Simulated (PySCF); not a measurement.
Two species compared at the same levels of theory.

First species: C7H9Cl.
Z-matrix (Å and degrees, GFN2-xTB geometry), rows numbered from 1:
```
C 
C   1  1.5311
C   2  1.4911  1  111.73
C   3  1.3427  2  127.93  1   108.14
C   4  1.4480  3  108.86  2  -179.34
Cl  5  1.7153  4  122.71  3  -179.96
C   5  1.3407  4  110.43  3    -0.01
C   7  1.4938  5  108.32  4     0.08
H   1  1.0871  2  110.79  3    63.20
H   1  1.0871  2  110.23  3  -176.83
H   1  1.0871  2  110.17  3   -56.96
H   2  1.0933  1  108.96  3  -121.33
H   2  1.0914  1  109.24  3   120.72
H   4  1.0739  3  127.39  2     0.97
H   7  1.0727  5  127.76  4   179.90
H   8  1.0916  3  111.86  2    59.46
H   8  1.0918  3  111.47  2   -60.47
```

Second species: C7H9Cl.
Cartesian coordinates in Å at the GFN2-xTB level; atoms count from 1:
```
atom  x, y, z in Å
Cl1    3.1171    0.0582   -1.2274
C2     2.2513    0.1844    0.3521
C3     0.7834    0.2191    0.1219
C4     0.0549    1.3271    0.2943
C5    -1.3701    1.3277    0.0341
C6    -2.0311    0.1811   -0.1139
C7    -1.3227   -1.1341    0.0166
C8     0.1335   -1.0218   -0.4324
H9     2.6134    1.0947    0.8283
H10    2.5588   -0.6918    0.9238
H11    0.5086    2.2453    0.6378
H12   -1.8742    2.2810   -0.0177
H13   -3.0988    0.1610   -0.2713
H14   -1.3658   -1.4427    1.0690
H15   -1.8324   -1.9020   -0.5672
H16    0.1763   -0.9650   -1.5263
H17    0.6908   -1.9103   -0.1315
```

Levels: CAM-B3LYP/def2-SVPD for dipole moment, HOMO energy, LUMO energy, HOMO–LUMO gap, static isotropic polarisability and electronic spatial extent ⟨r²⟩ about the centre of nuclear charge; TDDFT CAM-B3LYP/def2-SVPD for lowest singlet excitation; TDA CAM-B3LYP/def2-SVPD for lowest triplet excitation (Tamm–Dancoff); GFN2-xTB for rotational constant A and rotational constant C. Geometries: GFN2-xTB. Each species is one conformer at its optimised geometry, gas phase, non-relativistic unless stated; the electronic structure was computed with PySCF and density fitting.

The conformers computed, where there is a choice (atom-mapped SMILES and torsion angles):
- `[CH3:1][CH2:2][C:3]1=[CH:4][C:5]([Cl:6])=[CH:7][CH2:8]1`: C1–C2–C3–C4 108°
- `[Cl:1][CH2:2][C:3]1=[CH:4][CH:5]=[CH:6][CH2:7][CH2:8]1`: Cl1–C2–C3–C4 -108°

Which of the two has the higher static isotropic polarisability, and by how much?

The second: 95.7 au against 94.2 au, a difference of 1.5 au.

Which has the higher dipole moment?

The first: 2.58 D against 2.18 D, a difference of 0.40 D.

Which has the higher rotational constant C?

The second: 0.862 GHz against 0.763 GHz, a difference of 0.099 GHz.

Which of the two has the higher T1 energy, and by how much?

The first: 3.04 eV against 2.82 eV, a difference of 0.22 eV.

Which of the two has the higher LUMO energy, and by how much?

The first: 0.37 eV against -0.09 eV, a difference of 0.46 eV.

Which has the higher rotational constant A?

The first: 4.683 GHz against 4.006 GHz, a difference of 0.677 GHz.

Which of the two has the higher ⟨r²⟩, and by how much?

The first: 1485 bohr² against 1335 bohr², a difference of 150 bohr².

Which has the higher HOMO–LUMO gap?

The first: 7.93 eV against 7.53 eV, a difference of 0.40 eV.

On the first: The dipole equals about 8.6 × 10⁻³⁰ C·m (1 D = 3.33564 × 10⁻³⁰ C·m). In wavenumbers S1 is 40100 cm⁻¹ (1 eV = 8065.54 cm⁻¹).

On the second: The 8 singlets span 4.68 to 7.14 eV, and their oscillator strengths add up to 0.29. A dipole of 2.18 D is allowed in C1, and pure rotational transitions are dipole-allowed.
